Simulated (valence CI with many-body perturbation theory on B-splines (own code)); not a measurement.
Er⁴⁷⁺: one-electron terms

Method: relativistic CI+MBPT: three valence electrons over a frozen Dirac-Fock core [Ar], radial functions for each j: 9 s, 9 p, 10 d, 8 f, 5 g, 3 h, 1 i, with the one-electron correlation potential Σ1 (screened to all orders), the two-electron term Σ2, the three-electron term Σ3, Breit, model QED; selected single and double excitations, second order for the rest (own B-spline code, finite nucleus).

The last digits are not significant, and no measured levels were compared; by estimate large intervals hold to a few tenths of a per cent, small ones and those within an open d or f shell to about a per cent. Only levels of the ground parity were solved; by the run's estimate the other parity begins above the list, which can be wrong where configurations are misplaced.

These are the spectroscopic orbitals of the CI (the correlating ones are not listed), shaped by the core and the other valence electrons. h is the expectation value of the core's Dirac-Fock operator, without the valence repulsion; Σ1 is computed up to l = 3 at one energy for each symmetry, that of its lowest orbital but kept below the first core excitation, so for empty shells it is not the orbital's own correlation shift; Breit and QED include the response of the core.

```tsv
Orbital	h (hartree)	Σ1 (cm⁻¹)	Breit (cm⁻¹)	QED (cm⁻¹)	⟨r⟩ (bohr)
4s1/2	-94.315	-8294	11849	9040	0.4091
5s1/2	-57.941	-3186	5685	4429	0.6643
6s1/2	-39.208	-1601	3113	2473	0.9831
4p1/2	-91.59	-11162	18992	154	0.4024
5p1/2	-56.589	-4025	9302	86.0	0.6616
6p1/2	-38.444	-1978	5159	50.8	0.9842
4p3/2	-88.414	-10428	11329	1012	0.4180
5p3/2	-55.043	-3913	5587	510	0.6809
6p3/2	-37.576	-1951	3359	290	1.008
3d3/2	-157.81	-22123	23477	-1731	0.1834
4d3/2	-84.594	-10923	8935	-504	0.3947
5d3/2	-53.205	-4172	4351	-229	0.6653
3d5/2	-155.86	-20376	12399	-612	0.1868
4d5/2	-83.863	-10404	4707	-108	0.3989
5d5/2	-52.84	-3933	2263	-35.2	0.6705
4f5/2	-80.436	-28031	1308	-358	0.3542
5f5/2	-51.261	-10832	567	-167	0.6317
4f7/2	-80.17	-22742	-57.2	-190	0.3561
5f7/2	-51.118	-8808	26.7	-81.2	0.6340
5g7/2	-50.205		119	-50.1	0.5663
5g9/2	-50.138		-44.4	-7.6	0.5675
```

Among the shells of the start configuration 3d3, Σ1 is largest in size for 3d3/2, where it is 0.064 % of h.

Lowest root of each symmetry, sizes in configuration state functions:

```csv
J,Parity,Roots,Reference,Variational,Second order,Change by selected CI (cm⁻¹),Change by second order (cm⁻¹)
1/2,even,2,43,3442,774,-6248,-1
3/2,even,5,71,6413,5112,-6044,-1
5/2,even,5,79,7790,10564,-4417,-1
7/2,even,3,66,7646,2029,-5454,-1
9/2,even,3,49,6839,1820,-5647,-1
11/2,even,1,25,4712,2156,-5977,-2
```
